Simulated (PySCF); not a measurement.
C₄H₅FO, SMILES C[C@@H]1OC=C1F. Coordinates come from a PBE-D3(BJ)/def2-SVP optimisation. The structure was generated by enumeration; whether it is a known compound was not checked.

Computed equilibrium geometry at PBE-D3(BJ)/def2-SVP (PySCF confirms it by a frequency run) as bond lengths and angles:
Atoms: C1 C2 O3 C4 C5 F6 H7 H8 H9 H10 H11. Bonded distances (Å): C1–C2 1.510, C1–H7 1.109, C1–H8 1.107, C1–H9 1.108, C2–O3 1.484, C2–C5 1.513, C2–H10 1.112, O3–C4 1.403, C4–C5 1.350, C4–H11 1.098, C5–F6 1.331. Bond angles (°): C2–C1–H7 110.0, C2–C1–H8 110.4, C2–C1–H9 110.6, H7–C1–H8 108.7, H7–C1–H9 108.1, H8–C1–H9 109.0, C1–C2–O3 112.1, C1–C2–C5 120.0, C1–C2–H10 112.4, O3–C2–C5 86.3, O3–C2–H10 108.2, C5–C2–H10 114.3, C2–O3–C4 88.3, O3–C4–C5 96.2, O3–C4–H11 121.9, C5–C4–H11 141.9, C2–C5–C4 89.2, C2–C5–F6 133.1, C4–C5–F6 137.7.
